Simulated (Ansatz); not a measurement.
```yaml
crystal:
  periodic: [false, false, false]
  atoms:
    - {symbol: N, position_ang: [1.701374, -1.068412, 1.265963]}
    - {symbol: C, position_ang: [0.876849, -0.554347, 0.644024]}
    - {symbol: Ga, position_ang: [-0.517484, 0.313895, -0.405603]}
    - {symbol: H, position_ang: [-1.747173, -0.563768, -0.764508]}
    - {symbol: H, position_ang: [-0.263566, 1.799032, -0.781276]}
basis:
  gaussian: {orbitals: aug-pcseg-2, point_charges: [{charge: 1.00, position_ang: [5.433, 0.238, -0.286]}]}
total_charge: 1
magnetization: {spin_polarized: true, initial_magnetization: 1}
hamiltonian: {xc: {name: B2GP-PLYP}}
output: {forces: true}
```

```sh
$ ansatz run in.yaml --threads 4 --pin off --events-out ev --progress --plain --max-ram 10444MiB
```

Shortened log:

```
Functional definition: B2GP-PLYP
1229 factors; integrals over basis functions are off by at most 8.7e-4 eV
mean field evaluation 1: about -54890.1680 eV, gradient 4.7e1 eV
mean field evaluation 2: about -54890.2516 eV, gradient 4.7e1 eV
mean field evaluation 4: about -54900.3070 eV, gradient 1.5e1 eV
mean field evaluation 8: about -54901.7274 eV, gradient 7.8e-1 eV
mean field evaluation 16: about -54901.7628 eV, gradient 9.2e-2 eV
mean field evaluation 32: about -54901.7634 eV, gradient 1.3e-4 eV
mean field -54901.76338706 eV, -2017.6025907227 hartree, gradient 9.1e-6 eV, S^2 0.820084; 8 other end points of the search recorded, 0 dependent functions left out
11 core orbitals not correlated: weight in the atoms' cores, before any rotation towards them, 1.000 or more for the frozen orbitals, at most 0.000 for the correlated occupied ones
reference -54901.76350262 eV, -2017.6025949694 hartree; 12, 11 occupied and 174, 175 virtual orbitals, 1229 factors
second order -15.17274940 eV of doubles, -0.00000000 eV of singles
Total energy: -54907.22569240 eV, -2017.8033267416 hartree
Atom 0 at     1.701374    -1.068412     1.265963 Å, force     0.746013    -0.247433     0.347982 eV/Å
Atom 1 at     0.876849    -0.554347     0.644024 Å, force    -1.343607     0.593614    -0.917073 eV/Å
Atom 2 at    -0.517484     0.313895    -0.405603 Å, force     2.203239    -0.906134     1.742970 eV/Å
Atom 3 at    -1.747173    -0.563768    -0.764508 Å, force    -1.415077    -0.375327    -0.637568 eV/Å
Atom 4 at    -0.263566     1.799032    -0.781276 Å, force    -0.489037     0.996601    -0.610525 eV/Å
Dipole moment:    -1.152525     0.530206    -0.713044 e Å
```

Hardware: 4 threads of an Arm Neoverse V2 on a shared host. Wall time 23 s, peak host memory 1 GiB.
